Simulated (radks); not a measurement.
Values are calculated unless marked as measured or tabulated.
Valence configurations of Sn+ (all share [Kr]). Level of theory: scalar-relativistic Kohn-Sham, PBE, spin-unpolarised, spherical densities, point nucleus (a radial shooting solver on a logarithmic mesh with Libxc functionals). Energies are relative to 4d10 5s2 5p1; eigenvalues in eV.

\begin{tabular}{lrrrr}
valence & E (eV) & e(4d) & e(5p) & e(5s) \\ \hline
4d10 5s2 5p1 & 0.000 & -33.806 & -10.256 & -17.812 \\
4d10 5s1 5p2 & 7.649 & -35.281 & -10.961 & -18.702 \\
4d9 5s2 5p2 & 25.816 & -39.943 & -11.841 & -20.155 \\
4d8 5s2 5p3 & 56.209 & -46.022 & -13.318 & -22.345 \\
4d9.5 5s2 5p1.5 & 12.339 & -36.883 & -11.064 & -19.006 \\
4d10 5p3 & 15.476 & -36.686 & -11.619 & - \\
4d8 5s1 5p4 & 65.308 & -47.282 & -13.894 & -23.065 \\
4d8 5p5 & 74.548 & -48.500 & -14.442 & - \\
4d7 5s1 5p5 & 100.99 & -53.251 & -15.256 & -25.087 \\
4d9 5s1 5p3 & 34.212 & -41.296 & -12.471 & -20.947 \\
\end{tabular}

NIST lists [Kr] 4d10 5s2 5p1 as the ground configuration; this level of theory agrees among the configurations tried. The energies are those of spherical spin-averaged densities, not of single terms.
